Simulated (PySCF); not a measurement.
## Radial density of Sm⁴⁸⁺ (samarium, charge +48)

UHF, [Ne] 3s2 3p2, high-spin 3P determinant. All numbers are calculated (PySCF 2.14, no relativity, point nucleus, in an uncontracted even-tempered set (16 s from 10 bohr⁻², ratio 2.5; 10 p from 14 bohr⁻², ratio 2.5; 4 d from 54 bohr⁻², ratio 2.7; 4 f from 80 bohr⁻², ratio 2.7)).

```json
{"r (bohr)": "0.000420", "4πr²ρ (e/bohr)": "0.3576", "4πr²(ρα − ρβ)": "0.0000"}
{"r (bohr)": "0.000706", "4πr²ρ (e/bohr)": "0.9764", "4πr²(ρα − ρβ)": "0.0000"}
{"r (bohr)": "0.00119", "4πr²ρ (e/bohr)": "2.603", "4πr²(ρα − ρβ)": "0.0001"}
{"r (bohr)": "0.00200", "4πr²ρ (e/bohr)": "6.659", "4πr²(ρα − ρβ)": "0.0004"}
{"r (bohr)": "0.00336", "4πr²ρ (e/bohr)": "15.91", "4πr²(ρα − ρβ)": "0.0022"}
{"r (bohr)": "0.00565", "4πr²ρ (e/bohr)": "33.91", "4πr²(ρα − ρβ)": "0.0138"}
{"r (bohr)": "0.00951", "4πr²ρ (e/bohr)": "59.71", "4πr²(ρα − ρβ)": "0.0832"}
{"r (bohr)": "0.0160", "4πr²ρ (e/bohr)": "77.67", "4πr²(ρα − ρβ)": "0.4366"}
{"r (bohr)": "0.0269", "4πr²ρ (e/bohr)": "70.26", "4πr²(ρα − ρβ)": "1.7143"}
{"r (bohr)": "0.0453", "4πr²ρ (e/bohr)": "72.96", "4πr²(ρα − ρβ)": "3.8611"}
{"r (bohr)": "0.0761", "4πr²ρ (e/bohr)": "92.81", "4πr²(ρα − ρβ)": "2.2009"}
{"r (bohr)": "0.128", "4πr²ρ (e/bohr)": "41.49", "4πr²(ρα − ρβ)": "1.3331"}
{"r (bohr)": "0.215", "4πr²ρ (e/bohr)": "24.32", "4πr²(ρα − ρβ)": "11.0173"}
{"r (bohr)": "0.362", "4πr²ρ (e/bohr)": "5.523", "4πr²(ρα − ρβ)": "2.5133"}
{"r (bohr)": "0.609", "4πr²ρ (e/bohr)": "0.05024", "4πr²(ρα − ρβ)": "0.0154"}
```

A non-relativistic calculation at this Z misses sizeable relativistic shifts. Spin-orbit coupling is strong in this species (close to jj coupling), so the high-spin LS determinant is a model state, not a physical level.
